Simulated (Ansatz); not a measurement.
Cost and result up the ladder for the cluster Te₆As₄ (the lowest singlet isomer of a short search) (10 atoms). Total charge 0; singlet. Geometry: r2SCAN-D4/def2-SVP.

Cartesian coordinates in Å:
```
As 2.5065 1.0943 -0.9948
As -0.3671 -2.8855 0.0933
As -1.8083 0.8400 -1.7031
As 0.1194 0.4827 2.0812
Te 0.5058 1.5748 -2.6385
Te -1.0330 -2.2226 2.4392
Te 2.2562 2.3326 1.1938
Te -1.9020 -1.7601 -1.7268
Te 1.5899 -1.0205 0.4662
Te -1.8674 1.5643 0.7895
```

Ansatz on 4 threads of Arm Neoverse V1 on a shared host. Times are rough, and most runs start from the orbitals of an earlier one. PBE0-D4/def2-SVP serves as the yardstick here, not as an exact answer. Binding counts from free atoms at the same level (As quartet, Te triplet; other spins of the atoms weren't run), without zero-point energy.

In the def2 sets Te takes a core potential; there is no spin–orbit coupling. Correlated methods freeze 60 core orbitals; core or outer-core shells of As, Te are correlated, in sets that lack core-valence functions. The structure comes from a short search, and lower isomers may exist.

```
                           level  functions  wall time  binding energy per atom (eV)  difference from PBE0-D4/def2-SVP (eV)
                 PBE-D4/def2-SVP        284       12 s                          2.57                                   0.26
r2SCAN-D4/def2-SVP (with forces)        284       33 s                          2.27                                  -0.04
                PBE0-D4/def2-SVP        284       47 s                          2.31                                   0.00
                    MP2/def2-SVP        284       48 s                          1.85                                  -0.46
```
